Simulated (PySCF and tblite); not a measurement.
Results of a calculation; reference values are marked as such.
C4H3BrO, numbered as in [Br:1][c:2]1[cH:3][cH:4][o:5][cH:6]1.

GFN2-xTB molecular dynamics (tblite; Langevin, friction 0.005 fs⁻¹, 1 fs steps, hydrogen mass 3 u): 400 + 8000 steps at each temperature, started from the lowest conformer, nuclei classical.

GIAO shieldings at HF/pcSseg-1 (IEF-PCM, chloroform) (PySCF) on 7 frames a temperature; like atoms are averaged, and of two unlike H on one atom a is the less shielded at the minimum.

Problem. How far do thermal motions move the shieldings from their values at the minimum?

Solution. 
```json
{"signal": "Br1", "σ at minimum (ppm)": "2468.6", "Δσ, 500 K": "-25.8 ± 20.4"}
{"signal": "C2", "σ at minimum (ppm)": "72.2", "Δσ, 500 K": "0.6 ± 2.2"}
{"signal": "C3", "σ at minimum (ppm)": "72.0", "Δσ, 500 K": "-2.7 ± 2.9"}
{"signal": "C4", "σ at minimum (ppm)": "41.1", "Δσ, 500 K": "-4.0 ± 1.8"}
{"signal": "O5", "σ at minimum (ppm)": "62.1", "Δσ, 500 K": "-18.3 ± 6.8"}
{"signal": "C6", "σ at minimum (ppm)": "40.0", "Δσ, 500 K": "-3.9 ± 3.3"}
{"signal": "H3", "σ at minimum (ppm)": "25.10", "Δσ, 500 K": "-0.42 ± 0.22"}
{"signal": "H4", "σ at minimum (ppm)": "24.20", "Δσ, 500 K": "0.10 ± 0.29"}
{"signal": "H6", "σ at minimum (ppm)": "24.08", "Δσ, 500 K": "-0.22 ± 0.25"}
```

Errors are standard errors over frames. Zero-point motion is missing, and a reference compound would move too.

Problem. What do the single frames at 500 K give for Br1?

Solution. 
```json
{"t (fs)": "971", "V above the minimum, tight binding (kcal/mol)": "5.6", "E above it, DFT (kcal/mol)": "5.8", "torsions (°)": "none", "σ (ppm)": "2506.9"}
{"t (fs)": "2114", "V above the minimum, tight binding (kcal/mol)": "9.8", "E above it, DFT (kcal/mol)": "13.4", "torsions (°)": "none", "σ (ppm)": "2375.1"}
{"t (fs)": "3257", "V above the minimum, tight binding (kcal/mol)": "13.6", "E above it, DFT (kcal/mol)": "15.2", "torsions (°)": "none", "σ (ppm)": "2431.2"}
{"t (fs)": "4400", "V above the minimum, tight binding (kcal/mol)": "8.0", "E above it, DFT (kcal/mol)": "12.6", "torsions (°)": "none", "σ (ppm)": "2424.4"}
{"t (fs)": "5543", "V above the minimum, tight binding (kcal/mol)": "8.2", "E above it, DFT (kcal/mol)": "10.8", "torsions (°)": "none", "σ (ppm)": "2387.1"}
{"t (fs)": "6686", "V above the minimum, tight binding (kcal/mol)": "13.9", "E above it, DFT (kcal/mol)": "15.5", "torsions (°)": "none", "σ (ppm)": "2461.6"}
{"t (fs)": "7829", "V above the minimum, tight binding (kcal/mol)": "11.0", "E above it, DFT (kcal/mol)": "12.1", "torsions (°)": "none", "σ (ppm)": "2513.1"}
```

Spin–orbit effects of the heavy atoms on shieldings are missing. Changes within two standard errors are not significant.
